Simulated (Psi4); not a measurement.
Computed with SAPT0/jun-cc-pVDZ, frozen core in Psi4 1.11.

Psi4 input:

```
molecule {
0 1
O 1.33089866 -0.78089002 -0.54234845
Si 0.00006174 -0.00026841 0.00012846
O -0.33870213 -0.19480065 1.58823445
O 0.27738416 1.59611964 -0.22198741
O -1.26914284 -0.62132808 -0.82340418
H 2.18077580 -0.36292120 -0.38281180
H -0.79358793 -1.00071478 1.84510836
H -0.26096816 2.21021225 0.28347950
H -1.12671931 -0.84540874 -1.74639893
--
0 1
Si -3.76154098 -1.63979785 0.44870946
Cl -2.38762788 -2.67456101 1.59385096
H -3.60514136 -2.05537046 -0.95874380
H -3.49647718 -0.19506116 0.59206346
H -5.11624217 -1.96605068 0.93495417
units angstrom
symmetry c1
no_reorient
no_com
}
set basis jun-cc-pvdz
set scf_type df
set freeze_core true
energy('sapt0')
```

Part of the output:

```
    SAPT Results
  --------------------------------------------------------------------------------------------------------
    Electrostatics                -14.53177006 [mEh]      -9.11882338 [kcal/mol]     -38.15315704 [kJ/mol]
      Elst10,r                    -14.53177006 [mEh]      -9.11882338 [kcal/mol]     -38.15315704 [kJ/mol]

    Exchange                       21.61286535 [mEh]      13.56227777 [kcal/mol]      56.74457017 [kJ/mol]
      Exch10                       21.61286535 [mEh]      13.56227777 [kcal/mol]      56.74457017 [kJ/mol]
      Exch10(S^2)                  21.46882562 [mEh]      13.47189147 [kcal/mol]      56.36639389 [kJ/mol]

    Induction                      -4.43382236 [mEh]      -2.78226553 [kcal/mol]     -11.64099899 [kJ/mol]
      Ind20,r                      -9.77943974 [mEh]      -6.13669108 [kcal/mol]     -25.67591550 [kJ/mol]
      Exch-Ind20,r                  7.10767415 [mEh]       4.46013287 [kcal/mol]      18.66119592 [kJ/mol]
      delta HF,r (2)               -1.76205677 [mEh]      -1.10570732 [kcal/mol]      -4.62627941 [kJ/mol]

    Dispersion                     -6.49057749 [mEh]      -4.07289887 [kcal/mol]     -17.04100886 [kJ/mol]
      Disp20                       -7.77833776 [mEh]      -4.88098063 [kcal/mol]     -20.42202297 [kJ/mol]
      Exch-Disp20                   1.28776026 [mEh]       0.80808177 [kcal/mol]       3.38101411 [kJ/mol]
      Disp20 (SS)                  -3.88916888 [mEh]      -2.44049032 [kcal/mol]     -10.21101148 [kJ/mol]
      Disp20 (OS)                  -3.88916888 [mEh]      -2.44049032 [kcal/mol]     -10.21101148 [kJ/mol]
      Exch-Disp20 (SS)              0.71409264 [mEh]       0.44809989 [kcal/mol]       1.87484996 [kJ/mol]
      Exch-Disp20 (OS)              0.57366763 [mEh]       0.35998187 [kcal/mol]       1.50616415 [kJ/mol]

  Total HF                          2.64727294 [mEh]       1.66118885 [kcal/mol]       6.95041414 [kJ/mol]
  Total SAPT0                      -3.84330456 [mEh]      -2.41171002 [kcal/mol]     -10.09059472 [kJ/mol]
```
